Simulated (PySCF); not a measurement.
Isomers of C6H9N3, from PySCF, PBE0-D3(BJ)/def2-SVP geometry optimisation, gas phase. One conformer each, no zero-point energy, no frequencies.

Question: Which is lowest in electronic energy at this level?
A. `[CH3:1][CH2:2][c:3]1[n:4][cH:5][c:6]([CH3:7])[n:8][n:9]1` with C1–C2–C3–N4 57°: A = 4763, B = 1025, C = 893.6 MHz, dipole 2.54 D
B. `[CH2:1]=[CH:2][n:3]1[n:4][c:5]([CH3:6])[c:7]([CH3:8])[n:9]1` with C1–C2–N3–N4 180°: A = 3384, B = 1211, C = 901.8 MHz, dipole 1.21 D
C. `[CH2:1]=[CH:2][c:3]1[n:4][n:5]([CH3:6])[n:7][c:8]1[CH3:9]` with C1–C2–C3–N4 0°: A = 2393, B = 1466, C = 919.5 MHz, dipole 0.51 D
D. `[CH3:1][CH2:2][CH2:3][c:4]1[n:5][cH:6][n:7][cH:8][n:9]1` with C1–C2–C3–C4 180°, C2–C3–C4–N5 -89°: A = 4795, B = 911.0, C = 823.3 MHz, dipole 0.97 D
E. `[CH2:1]=[CH:2][CH2:3][n:4]1[cH:5][c:6]([CH3:7])[n:8][n:9]1` with C1–C2–C3–N4 -124°, C2–C3–N4–C5 55°: A = 4192, B = 940.0, C = 804.4 MHz, dipole 4.44 D

Answer: D. That is `CCCc1ncncn1`, 22.9 kcal/mol below the next.

```tsv
SMILES	mapped SMILES	E (Eh)	relative (kcal/mol)	relative (kJ/mol)	dipole (D)
CCCc1ncncn1	[CH3:1][CH2:2][CH2:3][c:4]1[n:5][cH:6][n:7][cH:8][n:9]1	-397.57619	0.0	0.0	0.97
CCc1ncc(C)nn1	[CH3:1][CH2:2][c:3]1[n:4][cH:5][c:6]([CH3:7])[n:8][n:9]1	-397.53966	22.9	95.9	2.54
C=Cn1nc(C)c(C)n1	[CH2:1]=[CH:2][n:3]1[n:4][c:5]([CH3:6])[c:7]([CH3:8])[n:9]1	-397.53683	24.7	103.4	1.21
C=Cc1nn(C)nc1C	[CH2:1]=[CH:2][c:3]1[n:4][n:5]([CH3:6])[n:7][c:8]1[CH3:9]	-397.53415	26.4	110.4	0.51
C=CCn1cc(C)nn1	[CH2:1]=[CH:2][CH2:3][n:4]1[cH:5][c:6]([CH3:7])[n:8][n:9]1	-397.51452	38.7	161.9	4.44
```

As drawn, the highest has an N–N linkage and a C=C bond outside aromatic rings, which the lowest lacks.
